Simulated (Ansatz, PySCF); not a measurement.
This Ansatz (an electronic-structure program) input computes a r2SCAN/def2-TZVPD energy:

Ansatz 0.2 input:
```yaml
crystal:
  periodic: [false, false, false]
  atoms:
    - {symbol: Si, position_ang: [0.84394891, -0.21137922, 0.63542957]}
    - {symbol: H, position_ang: [2.06906816, -0.58134986, -0.13098070]}
    - {symbol: Cl, position_ang: [-0.81672664, 0.20827406, -0.51559020]}
basis:
  gaussian:
    orbitals: def2-TZVPD
hamiltonian:
  xc: {name: r2SCAN}
magnetization: {spin_polarized: true, initial_magnetization: 2}
output: {forces: true}
```

**Question.** Write an input for the same energy in PySCF and say what it gives.

**Answer.** 
```python
from pyscf import gto, scf, dft

mol = gto.M(
    atom='''
    Si    0.84394891   -0.21137922    0.63542957
    H     2.06906816   -0.58134986   -0.13098070
    Cl   -0.81672664    0.20827406   -0.51559020
    ''',
    basis='def2-tzvpd',
    charge=0,
    spin=2,
    verbose=4,
)

mf = dft.UKS(mol, xc='r2scan').density_fit(auxbasis='def2-universal-jkfit')
mf.grids.level = 4
mf.conv_tol = 1e-9
mf.max_cycle = 100
mf.max_memory = 1500
mf.kernel()
if not mf.converged:
    mf = mf.newton()
    mf.kernel(mf.make_rdm1())
for _ in range(2):
    mo, _, stable, _ = mf.stability(return_status=True)
    if stable:
        break
    mf.kernel(mf.make_rdm1(mo, mf.mo_occ))
mf.analyze()
```
It gives -750.20135 Eh, and Ansatz -750.20132 Eh, a difference of 0.03 mEh, from the treatment of integrals and grids.

This is an excited triplet: at this geometry the singlet lies 1.19 eV lower at CCSD(T)/CBS(aug-cc-pV(T+d)Z,aug-cc-pV(Q+d)Z).
